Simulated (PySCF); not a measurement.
H6OSi2, SMILES [SiH3]O[SiH3].

Geometry: PBE0-D3(BJ)/def2-SVP.

These are SMD-PBE0/def2-SVP (PySCF) values and carry that method's errors.

Solvation free energies are E(SMD) − E(gas) at the gas-phase geometry, for 1 M in both phases. In vacuum the dipole moment is 0.40 D.

Computed solvation free energies in water, acetone, ethylethanoate:
| solvent | ΔG(solv) (kcal/mol) | its non-electrostatic (CDS) part | dipole (D) |
|---|---|---|---|
| water | 2.5 | 3.3 | 0.57 |
| acetone | -0.8 | -0.3 | 0.52 |
| ethylethanoate | -0.7 | -0.3 | 0.49 |
